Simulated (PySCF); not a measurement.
**Electron correlation in Ga (gallium, neutral)**

[Ar] 3d10 4s1 4p2, high-spin 4P determinant (an excited configuration). All numbers are calculated (PySCF 2.14, scalar relativity through the core potential, in aug-cc-pwCVDZ-PP with ECP10MDF (6s5p4d1f, 48 functions)). Frozen: 3s2 3p6 3d10; 3 electrons correlated.

```json
{"level": "CCSD", "correlation energy (mhartree)": "-11.17"}
{"level": "(T)", "correlation energy (mhartree)": "-0.05"}
{"level": "CCSD(T)", "correlation energy (mhartree)": "-11.22"}
{"level": "CCSDT", "correlation energy (mhartree)": "-11.24"}
```

Diagnostics: T1 = 0.0040, D1 = 0.0066, largest double amplitude 0.041.

Cost of the coupled-cluster step: of the order of 1 core-seconds, for 3 correlated electrons.

Iterations:

```
CC2 = 0
CCSD nocc = (np.int64(3), np.int64(0)), nmo = (39, 39)
frozen orbitals [[0, 1, 2, 3, 4, 5, 6, 7, 8], [0, 1, 2, 3, 4, 5, 6, 7, 8]]
max_cycle = 100
direct = 0
conv_tol = 1e-08
conv_tol_normt = 1e-06
diis_space = 8
diis_start_cycle = 0
Init t2, MP2 energy = -0.00730200009302405
Init E_corr(UCCSD) = -0.0073020000934216
cycle = 1  E_corr(UCCSD) = -0.00974849397236339  dE = -0.00244649388  norm(t1,t2) = 0.0273646
cycle = 2  E_corr(UCCSD) = -0.0106263472363152  dE = -0.000877853264  norm(t1,t2) = 0.0108329
cycle = 3  E_corr(UCCSD) = -0.0111778720203369  dE = -0.000551524784  norm(t1,t2) = 0.00452509
cycle = 4  E_corr(UCCSD) = -0.0111692409669149  dE = 8.63105342e-06  norm(t1,t2) = 0.000533785
cycle = 5  E_corr(UCCSD) = -0.0111708083640943  dE = -1.56739718e-06  norm(t1,t2) = 5.22062e-05
cycle = 6  E_corr(UCCSD) = -0.0111703578472376  dE = 4.50516857e-07  norm(t1,t2) = 7.64822e-06
cycle = 7  E_corr(UCCSD) = -0.0111705087009424  dE = -1.50853705e-07  norm(t1,t2) = 1.47261e-06
cycle = 8  E_corr(UCCSD) = -0.0111704625458573  dE = 4.61550851e-08  norm(t1,t2) = 3.61513e-07
cycle = 9  E_corr(UCCSD) = -0.0111704683723788  dE = -5.8265215e-09  norm(t1,t2) = 9.38932e-08
UCCSD converged
E(UCCSD) = -258.1805184321883  E_corr = -0.01117046837237876
UCCSD(T) correction = -5.06008409259707e-05
```
